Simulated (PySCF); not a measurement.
PySCF input file for B(CCH)2(H) (C₄H₃B), SMILES C(BC#C)#C, B3LYP-D3(BJ)/def2-SVP. 

```python
import numpy as np
from pyscf import gto, scf, dft
from pyscf.geomopt import geometric_solver

mol = gto.M(
    atom='''
    B    -0.00000000   -0.00000000   -0.88454590
    C     0.00000000    1.29549392   -0.11985144
    C    -0.00000000    2.33594485    0.48972736
    H    -0.00000000    3.24428213    1.02067492
    C     0.00000000   -1.29549392   -0.11985145
    C     0.00000000   -2.33594484    0.48972736
    H    -0.00000001   -3.24428213    1.02067492
    H    -0.00000000    0.00000000   -2.05713139
    ''',
    basis='def2-SVP',
    charge=0,
    spin=0,
    max_memory=1600,
    verbose=3,
)
mf = dft.RKS(mol, xc='b3lyp').density_fit(auxbasis='def2-universal-jkfit')
mf.disp = 'd3bj'
mf.grids.level = 3
mf.conv_tol = 1e-9
mf.max_cycle = 100
mf.kernel()
grad = mf.nuc_grad_method()
grad.grid_response = mol.nao <= 150
conv, mol_eq = geometric_solver.kernel(grad, convergence_set='GAU_TIGHT', maxsteps=100)
print(mol_eq.tostring(format='xyz'))
mf.reset(mol_eq)
mf.kernel()
```

Output:

```
[...]
   C   0.000000   2.393813   0.479300    0.000000  0.001338 -0.000624
   H   0.000000   3.337926   0.993113    0.000000  0.002295 -0.002030
   C  -0.000000  -1.322305  -0.104642   -0.000000 -0.000157  0.001301
   C  -0.000000  -2.393812   0.479300   -0.000000 -0.001338 -0.000624
   H  -0.000000  -3.337927   0.993114    0.000000 -0.002296 -0.002029
   H   0.000000  -0.000000  -2.051603    0.000000 -0.000000  0.001301
converged SCF energy = -178.82945983746
--------------- DFRKS_Scanner gradients ---------------
         x                y                z
0 B    -0.0000000010     0.0000004756     0.0001850878
1 C     0.0000000003     0.0001393279    -0.0002331059
2 C     0.0000000000    -0.0000909081     0.0001670196
3 H    -0.0000000000     0.0000089710    -0.0000273649
4 C     0.0000000003    -0.0001402590    -0.0002326038
5 C     0.0000000001     0.0000888326     0.0001681500
6 H    -0.0000000001    -0.0000064814    -0.0000287231
7 H     0.0000000004     0.0000000414     0.0000015403
----------------------------------------------
cycle 5: E = -178.829459837  dE = -1.44339e-06  norm(grad) = 0.000505776
Step    4 : Displace = 1.944e-03/3.064e-03 (rms/max) Trust = 2.000e-01 (+) Grad = 1.788e-04/2.716e-04 (rms/max) E (change) = -178.8294598375 (-1.443e-06) Quality = 1.647
Hessian Eigenvalues: 4.50000e-02 5.00000e-02 5.00000e-02 ... 4.23585e-01 1.01928e+00 1.11437e+00

Geometry optimization cycle 6
Cartesian coordinates (Angstrom)
 Atom        New coordinates             dX        dY        dZ
   B   0.000000   0.000000  -0.840580    0.000000  0.000000  0.003935
   C   0.000000   1.322635  -0.101260    0.000000  0.000329  0.003382
   C  -0.000000   2.397053   0.477408   -0.000000  0.003240 -0.001892
   H  -0.000000   3.343153   0.987704   -0.000000  0.005227 -0.005409
   C   0.000000  -1.322630  -0.101260    0.000000 -0.000325  0.003382
   C  -0.000000  -2.397049   0.477409   -0.000000 -0.003237 -0.001891
   H  -0.000000  -3.343160   0.987711   -0.000000 -0.005233 -0.005403
   H  -0.000000  -0.000001  -2.047707   -0.000000 -0.000001  0.003896
converged SCF energy = -178.829461454673
--------------- DFRKS_Scanner gradients ---------------
         x                y                z
0 B     0.0000000105    -0.0000005160    -0.0000084154
1 C    -0.0000000034    -0.0000438117    -0.0000581068
2 C    -0.0000000001    -0.0000013735     0.0000766175
3 H     0.0000000002     0.0000597271    -0.0000060589
4 C    -0.0000000034     0.0000447225    -0.0000587106
5 C    -0.0000000002     0.0000047092     0.0000748329
6 H     0.0000000002    -0.0000634168    -0.0000040862
7 H    -0.0000000038    -0.0000000408    -0.0000160725
----------------------------------------------
cycle 6: E = -178.829461455  dE = -1.61721e-06  norm(grad) = 0.000173807
Step    5 : Displace = 4.938e-03/7.523e-03 (rms/max) Trust = 2.828e-01 (+) Grad = 6.145e-05/7.663e-05 (rms/max) E (change) = -178.8294614547 (-1.617e-06) Quality = 1.082
Hessian Eigenvalues: 4.50000e-02 5.00000e-02 5.00000e-02 ... 4.25966e-01 1.01928e+00 1.12085e+00

Geometry optimization cycle 7
Cartesian coordinates (Angstrom)
 Atom        New coordinates             dX        dY        dZ
   B  -0.000000  -0.000000  -0.840155   -0.000000 -0.000001  0.000425
   C  -0.000000   1.322684  -0.100975   -0.000000  0.000050  0.000285
   C   0.000000   2.397403   0.477069    0.000000  0.000350 -0.000339
   H   0.000000   3.343472   0.987320    0.000000  0.000320 -0.000384
   C  -0.000000  -1.322681  -0.100974   -0.000000 -0.000051  0.000286
   C   0.000000  -2.397399   0.477072    0.000000 -0.000351 -0.000337
   H   0.000000  -3.343476   0.987327    0.000000 -0.000316 -0.000384
   H   0.000000  -0.000002  -2.047260    0.000000 -0.000001  0.000447
converged SCF energy = -178.829461533147
--------------- DFRKS_Scanner gradients ---------------
         x                y                z
0 B    -0.0000000364    -0.0000009467    -0.0000100167
1 C     0.0000000119    -0.0000105635    -0.0000168089
2 C     0.0000000004    -0.0000057326     0.0000387389
3 H    -0.0000000007     0.0000195265    -0.0000146230
4 C     0.0000000119     0.0000125712    -0.0000179572
5 C     0.0000000004     0.0000100559     0.0000364133
6 H    -0.0000000007    -0.0000248270    -0.0000117832
7 H     0.0000000133    -0.0000000838    -0.0000039632
----------------------------------------------
cycle 7: E = -178.829461533  dE = -7.84734e-08  norm(grad) = 7.28184e-05
Step    6 : Displace = 4.356e-04/4.985e-04 (rms/max) Trust = 3.000e-01 (+) Grad = 2.575e-05/3.916e-05 (rms/max) E (change) = -178.8294615331 (-7.847e-08) Quality = 1.412
Hessian Eigenvalues: 4.49997e-02 4.84716e-02 5.00000e-02 ... 4.25221e-01 1.01927e+00 1.10458e+00

Geometry optimization cycle 8
Cartesian coordinates (Angstrom)
 Atom        New coordinates             dX        dY        dZ
   B   0.000001  -0.000001  -0.840141    0.000001 -0.000001  0.000014
   C   0.000000   1.322684  -0.101000    0.000000 -0.000000 -0.000025
   C  -0.000000   2.397477   0.476866   -0.000000  0.000074 -0.000204
   H  -0.000000   3.343299   0.987529   -0.000001 -0.000173  0.000208
   C   0.000000  -1.322686  -0.100997    0.000000 -0.000005 -0.000023
   C  -0.000000  -2.397477   0.476871   -0.000000 -0.000078 -0.000201
   H  -0.000000  -3.343293   0.987532   -0.000001  0.000183  0.000204
   H  -0.000001  -0.000002  -2.047234   -0.000001  0.000000  0.000026
converged SCF energy = -178.829461565696
--------------- DFRKS_Scanner gradients ---------------
         x                y                z
0 B     0.0000002045     0.0000003798     0.0000015225
1 C    -0.0000000666     0.0000088669     0.0000040406
2 C    -0.0000000023    -0.0000136831     0.0000014003
3 H     0.0000000041    -0.0000014336    -0.0000078728
4 C    -0.0000000666    -0.0000099070     0.0000047283
5 C    -0.0000000024     0.0000097079     0.0000035373
6 H     0.0000000041     0.0000060014    -0.0000103513
7 H    -0.0000000747     0.0000000678     0.0000029951
----------------------------------------------
cycle 8: E = -178.829461566  dE = -3.25493e-08  norm(grad) = 2.70202e-05
Step    7 : Displace = 1.747e-04/2.739e-04 (rms/max) Trust = 3.000e-01 (=) Grad = 9.553e-06/1.375e-05 (rms/max) E (change) = -178.8294615657 (-3.255e-08) Quality = 1.177
Hessian Eigenvalues: 4.49719e-02 4.63734e-02 5.00000e-02 ... 4.35531e-01 1.01930e+00 1.16263e+00

Geometry optimization cycle 9
Cartesian coordinates (Angstrom)
 Atom        New coordinates             dX        dY        dZ
   B  -0.000004  -0.000000  -0.840277   -0.000005  0.000001 -0.000137
   C  -0.000002   1.322674  -0.101097   -0.000002 -0.000011 -0.000097
   C   0.000000   2.397422   0.476859    0.000000 -0.000055 -0.000007
   H   0.000002   3.343110   0.987770    0.000002 -0.000189  0.000241
   C  -0.000002  -1.322674  -0.101095   -0.000002  0.000013 -0.000098
   C   0.000000  -2.397421   0.476863    0.000000  0.000056 -0.000007
   H   0.000002  -3.343109   0.987775    0.000002  0.000184  0.000244
   H   0.000004  -0.000002  -2.047374    0.000005  0.000000 -0.000139
converged SCF energy = -178.82946156966
--------------- DFRKS_Scanner gradients ---------------
         x                y                z
0 B    -0.0000008071     0.0000001556    -0.0000010653
1 C     0.0000002628     0.0000063946     0.0000039463
2 C     0.0000000097    -0.0000003311     0.0000003810
3 H    -0.0000000160    -0.0000057561    -0.0000040852
4 C     0.0000002628    -0.0000063851     0.0000039706
5 C     0.0000000097     0.0000010136    -0.0000000079
6 H    -0.0000000160     0.0000049181    -0.0000036298
7 H     0.0000002943    -0.0000000096     0.0000004903
----------------------------------------------
cycle 9: E = -178.82946157  dE = -3.96349e-09  norm(grad) = 1.42738e-05
Step    8 : Displace = 1.770e-04/3.061e-04 (rms/max) Trust = 3.000e-01 (=) Grad = 5.047e-06/7.524e-06 (rms/max) E (change) = -178.8294615697 (-3.963e-09) Quality = 1.204
Hessian Eigenvalues: 4.43566e-02 4.89116e-02 5.00000e-02 ... 4.19382e-01 1.01934e+00 1.10404e+00

Geometry optimization cycle 10
Cartesian coordinates (Angstrom)
 Atom        New coordinates             dX        dY        dZ
   B   0.000016  -0.000001  -0.840330    0.000020 -0.000000 -0.000053
   C   0.000007   1.322664  -0.101136    0.000008 -0.000010 -0.000039
   C  -0.000001   2.397390   0.476869   -0.000001 -0.000032  0.000010
   H  -0.000007   3.343049   0.987852   -0.000008 -0.000061  0.000082
   C   0.000007  -1.322664  -0.101134    0.000008  0.000009 -0.000039
   C  -0.000001  -2.397389   0.476873   -0.000001  0.000032  0.000010
   H  -0.000007  -3.343047   0.987857   -0.000008  0.000062  0.000082
   H  -0.000014  -0.000002  -2.047427   -0.000018 -0.000000 -0.000053
converged SCF energy = -178.829461568436
--------------- DFRKS_Scanner gradients ---------------
         x                y                z
0 B     0.0000031278     0.0000015978    -0.0000007070
1 C    -0.0000010291     0.0000019474     0.0000011879
2 C    -0.0000000165    -0.0000018655    -0.0000013721
3 H     0.0000000662     0.0000017080     0.0000010268
4 C    -0.0000010291    -0.0000051451     0.0000029660
5 C    -0.0000000166    -0.0000061209     0.0000029424
6 H     0.0000000662     0.0000077373    -0.0000040853
7 H    -0.0000011689     0.0000001411    -0.0000019586
----------------------------------------------
cycle 10: E = -178.829461568  dE = 1.22412e-09  norm(grad) = 1.38806e-05
Step    9 : Displace = 6.432e-05/1.030e-04 (rms/max) Trust = 3.000e-01 (=) Grad = 4.908e-06/8.750e-06 (rms/max) E (change) = -178.8294615684 (+1.224e-09) Quality = -3.792
Not rejecting step - energy change meets convergence criteria
Hessian Eigenvalues: 4.14511e-02 4.89543e-02 4.99998e-02 ... 5.42537e-01 1.01786e+00 1.10411e+00

Geometry optimization cycle 11
Cartesian coordinates (Angstrom)
 Atom        New coordinates             dX        dY        dZ
   B  -0.000004  -0.000000  -0.840357   -0.000020  0.000000 -0.000027
   C  -0.000001   1.322657  -0.101155   -0.000008 -0.000007 -0.000020
   C   0.000000   2.397371   0.476876    0.000001 -0.000019  0.000006
   H   0.000001   3.343017   0.987889    0.000008 -0.000032  0.000037
   C  -0.000001  -1.322654  -0.101154   -0.000008  0.000011 -0.000021
   C   0.000000  -2.397367   0.476879    0.000001  0.000022  0.000006
   H   0.000001  -3.343021   0.987899    0.000008  0.000026  0.000042
   H   0.000004  -0.000002  -2.047451    0.000018 -0.000000 -0.000024
converged SCF energy = -178.829461569759
--------------- DFRKS_Scanner gradients ---------------
         x                y                z
0 B    -0.0000008004    -0.0000010750     0.0000016770
1 C     0.0000002648    -0.0000053001    -0.0000027251
2 C     0.0000000060     0.0000000252    -0.0000005359
3 H    -0.0000000215     0.0000026061     0.0000019425
4 C     0.0000002648     0.0000071077    -0.0000037969
5 C     0.0000000060     0.0000050394    -0.0000032676
6 H    -0.0000000215    -0.0000083300     0.0000050311
7 H     0.0000003018    -0.0000000734     0.0000016749
----------------------------------------------
cycle 11: E = -178.82946157  dE = -1.32357e-09  norm(grad) = 1.58029e-05
Step   10 : Displace = 3.353e-05/5.063e-05 (rms/max) Trust = 3.216e-05 (-) Grad = 5.587e-06/9.731e-06 (rms/max) E (change) = -178.8294615698 (-1.324e-09) Quality = 4.528
Hessian Eigenvalues: 4.14511e-02 4.89543e-02 4.99998e-02 ... 5.42537e-01 1.01786e+00 1.10411e+00
Converged! =D

8
XYZ from PySCF
B          -0.00000390       -0.00000032       -0.84035743
C          -0.00000149        1.32265673       -0.10115549
C           0.00000016        2.39737084        0.47687564
H           0.00000146        3.34301696        0.98788927
C          -0.00000149       -1.32265353       -0.10115415
C           0.00000016       -2.39736728        0.47687891
H           0.00000145       -3.34302113        0.98789858
H           0.00000365       -0.00000226       -2.04745095
converged SCF energy = -178.829461569559
```

The run converged.
